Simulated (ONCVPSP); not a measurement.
**Before and after: ONCV potential for antimony (Sb)**

| Item | Value |
| --- | --- |
| Element | Sb |
| Generator | ONCVPSP 4.0.1 |
| Type | optimised norm-conserving Vanderbilt (ONCV) |
| Functional | PBE |
| Relativity | scalar-relativistic |
| Frozen core | [Kr] |
| Valence charge | 15 |
| Reference configuration | 4d10 5s2 5p2.5 (charge +0.5) |
| Partial waves | 5s: rc 1.90 bohr, ncon 3, nbas 8, qcut 3 1/bohr, 3 projectors, debl 2 Ha; 5p: rc 2.05 bohr, ncon 4, nbas 8, qcut 3.6 1/bohr, 2 projectors, debl 3.5 Ha; 4d: rc 1.40 bohr, ncon 4, nbas 8, qcut 9.9 1/bohr, local |
| Local potential | the d channel |
| Core correction | Teter function, fcfact 2.5, rcfact 1.6 |

Change: d: rc 1.6.

Cutoffs: the cutoffs (Ha) at which the residual kinetic energy of the hardest occupied pseudo-wave falls to 1 and 0.1 mHa per electron; they do not see the model core or the augmentation charge, which bear on the density cutoff. Errors are all-electron minus pseudo energies relative to the spin-unpolarised reference configuration.

What does the change do?

The potential gets neither clearly harder nor softer (40 Ha and 55 Ha → 37 Ha and 55 Ha); the lowest positive-energy flag moves from s at 5.5 eV to s at 15.9 eV; the errors of the 4 common tests hardly move; neither file shows a bound ghost.

```csv
quantity,base,changed
"cutoff, loose",40 Ha,37 Ha
"cutoff, tight",55 Ha,55 Ha
loose cutoff by channel,"s 21 Ha, p 6.3 Ha, d 40 Ha","s 21 Ha, p 6.3 Ha, d 37 Ha"
bound ghosts,none,none
GHOST(+) flags under 300 eV,"s at 5.5 eV, p at 40.9 eV","s at 15.9 eV, p at 49.0 eV"
"error for 4d10 5s2 5p3, meV [ΔE -3.26 eV]",+0.9,+0.8
"error for 4d10 5s2 5p2, meV [ΔE 5.06 eV]",-1.2,-1.2
"error for 4d10 5s2 5p1, meV [ΔE 21.02 eV]",-4.5,-4.5
"error for 4d10 5s1 5p3, meV [ΔE 13.79 eV]",-3.3,-3.4
s: phases at 1.93 bohr within 0.05 rad from the reference energy up to (Ha; the scan ends near 5),to the end of the scan,to the end of the scan
p: phases at 2.08 bohr within 0.05 rad from the reference energy up to (Ha; the scan ends near 5),1.4,1.7
"rms error of d²Exc/dni dnj with the model core, mHa",0.92,0.92
```
